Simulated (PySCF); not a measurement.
Isomers C₅H₁₃NSi₃:

A. `CC1=CC=C[Si@H]1N([SiH3])[SiH3]`
B. SMILES C[C@@H]([SiH3])[Si@@H]1C[SiH2][C@@H]1C#N
C. `CC1=C[Si@H](N([SiH3])[SiH3])C=C1`

Spectrum 1. ¹³C{¹H} NMR (computed): δ 157.1 (CH), 151.9 (C), 147.6 (CH), 130.6 (CH), 22.1 (CH3).

Spectrum 2. ¹³C{¹H} NMR (computed): δ 166.3 (C), 158.1 (CH), 137.5 (CH), 127.2 (CH), 24.9 (CH3).

Spectrum 3. ¹³C{¹H} NMR (computed): δ 124.6 (C), 13.0 (CH3), 1.2 (CH), -0.3 (CH), -5.3 (CH2).

PySCF 2.14.0 with density-fitted response routines calculation with structure optimised with GFN2-xTB and NMR shieldings at PBE0/pcSseg-1/GIAO; no relativistic terms, single conformer, no solvent, one averaged value for each set of equivalent atoms.

References, each an isolated molecule treated in the same way: TMS for ¹³C (186.93 ppm). Shifts are as computed. Against solution values, carbons near 30 ppm lie about +3 ppm off and those near 130 ppm about +5 ppm. Of 1211 compounds with measured shifts, 218 miss one by over three times the rms of a fit or turn the order of signals round; such compounds aren't used in these exercises.

Question: Match each spectrum to its structure.

Answer: 1–A, 2–C, 3–B.

- Spectrum 1 (A): 5 ¹³C signals; δC 157.1 is an alkene CH; δC 151.9 is a fully substituted alkene carbon.
- Spectrum 2 (C): 5 ¹³C signals; δC 158.1 is an alkene CH; δC 137.5 is an alkene CH.
- Spectrum 3 (B): 5 ¹³C signals; δC 124.6 is a nitrile carbon; δC 13.0 is a methyl carbon.
